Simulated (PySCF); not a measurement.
C5H6O, SMILES C#CCC(C)=O. Heavy atoms are numbered as in [CH:1]#[C:2][CH2:3][C:4]([CH3:5])=[O:6]. Hydrogens are named by the atom that carries them.

The structure is a stationary point at r2SCAN-D4/def2-SVP. One conformer was computed; it need not be the lowest.

Computed with PBE0/def2-TZVP in PySCF.

ESP charges are fitted to the potential on shells at 1.4 to 2.0 van der Waals radii. Atomic charges (e), one atom of each kind:

```tsv
atom	ESP fit	IAO	Löwdin
C1 (CH)	-0.64	-0.25	-0.10
C2	0.31	-0.03	-0.12
C3 (CH2)	-0.64	-0.34	[?]
C4	0.82	0.42	[?]
C5 (CH3)	-0.66	-0.48	-0.27
O6	-0.53	-0.42	0.14
H on C1	0.36	0.21	0.13
H on C3	0.22	0.20	[?]
H on C5	0.18	0.17	[?]
```

### Question
Complete the blanks. (An estimate is asked for; the answer gives what the named calculation found.)

### Answer

- C3 (CH2), Löwdin: -0.22
- C4, Löwdin: -0.34
- H on C3, Löwdin: 0.17
- H on C5, Löwdin: 0.14

### Question
Give the Mayer and Wiberg (Löwdin basis) orders of the bonds. (The exact figures need the calculation; the answer reports its results.)

### Answer

```json
[
 {"bond": "C1–C2", "Mayer": "2.75", "Wiberg": "2.95"},
 {"bond": "C2–C3", "Mayer": "1.06", "Wiberg": "1.31"},
 {"bond": "C3–C4", "Mayer": "0.94", "Wiberg": "1.12"},
 {"bond": "C4–C5", "Mayer": "1.02", "Wiberg": "1.27"},
 {"bond": "C4–O6", "Mayer": "2.12", "Wiberg": "2.67"}
]
```
